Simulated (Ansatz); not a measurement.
`O=[C]([SiH3])[GaH2]` + CH₃SH → `CS[SiH3]` + `O=[CH][GaH2]` at 400 K and 1 bar (ligand exchange at the Si–C bond).

Computed with Ansatz on PBE0-D4/def2-TZVP structures; ΔE is electronic, products minus reactants. CBS: MP2 limit from def2 TZ/QZ plus the TZ coupled-cluster correction, frozen cores. This one scheme is used for every species. For Ga outer-core shells are correlated without core-valence functions, which leaves a few kJ/mol of doubt a bond. Scalar relativity is left out up to krypton.

```csv
species,CCSD(T)/CBS energy (Eh),H − E (kJ/mol),S (J/(mol·K))
`O=[C]([SiH3])[GaH2]`,-2329.18469,153.9,397.3
CH₃SH,-438.22835,138.7,269.4
`CS[SiH3]`,-728.52947,194.4,339.2
`O=[CH][GaH2]`,-2038.90941,102.8,323.4
```

H − E and S are ideal-gas, rigid-rotor, harmonic terms from PBE0-D4/def2-TZVP. 1 Eh = 2625.50 kJ/mol, R = 8.31446 J/(mol·K).

Question: By hand: ΔE, ΔH, ΔS and ΔG.

Answer: ΔE = (-728.52947) + (-2038.90941) − (-2329.18469) − (-438.22835) = -0.02584 Eh = -67.8 kJ/mol. Δ(H − E) = 194.4 + 102.8 − 153.9 − 138.7 = 4.6, so ΔH = -63.2 kJ/mol. ΔS = 339.2 + 323.4 − 397.3 − 269.4 = -4.1 J/(mol·K). ΔG = -63.2 − 400 × (-4.1)/1000 = -61.6 kJ/mol.

Question: By hand: the equilibrium constant, and the temperature at which ΔG would vanish if ΔH and ΔS stayed fixed.

Answer: log₁₀ K = −ΔG/(RT ln 10) = 8.0. ΔG = 0 at ΔH/ΔS = 15415 K, far beyond where these terms or the molecules hold.

The number of gas molecules stays the same, so ΔS is small and ΔH decides. A doubt of 5 kJ/mol in ΔE shifts log₁₀ K by 0.7 here. These are equilibria of isolated gas molecules and say nothing of rates. Largest T1 diagnostic: 0.018 (customary marks: 0.02 for closed shells, 0.045 for open ones).
